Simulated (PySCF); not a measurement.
C₄H₉ (SMILES C[CH]CC), doublet, geometry from GFN2-xTB. Base run: PySCF with SVWN5/6-31G.

Geometry (Å):
```xyz
13

C      0.8023     1.7648    -0.1569
C      0.5214     0.4004     0.3352
C     -0.7449    -0.3105     0.0538
C     -0.5344    -1.8115    -0.1666
H      1.8528     1.8733    -0.4337
H     -1.4850    -2.3074    -0.3495
H      0.6051     2.5212     0.6147
H      0.1823     2.0064    -1.0187
H     -0.0724    -2.2616     0.7090
H      0.1155    -1.9799    -1.0220
H      1.2103    -0.0448     1.0335
H     -1.2295     0.1271    -0.8232
H     -1.4455    -0.1928     0.8969
```
Charge 0, spin multiplicity 2.
Orbitals are unrestricted.
All else is at PySCF's defaults.
Base energy -156.21957 Eh.

Variants of this job, named by their change:

```csv
change,ΔE vs base (mEh),grid points,electrons on the grid
base,0.000,144744,33.00001
small_rho_cutoff = 0,0.000,144744,33.00001
"grids.atom_grid = (50, 194)",0.021,86120,32.99983
grids.level = 0,-33.644,9928,33.01863
grids.level = 2,0.000,93184,33.00000
grids.prune = off,0.000,226504,33.00001
"grids.atom_grid = (75, 302)",0.000,190016,33.00001
grids.level = 7,0.000,797512,33.00000
grids.prune = dft.gen_grid.sg1_prune,0.020,64120,32.99983
grids.radi_method = mura_knowles,0.000,138480,33.00001
"grids.atom_grid = (150, 974)",0.000,1061224,33.00000
```

Open shells are given as the SCF converged; they aren't shown to be the lowest states, and a large step between rows can be another state.
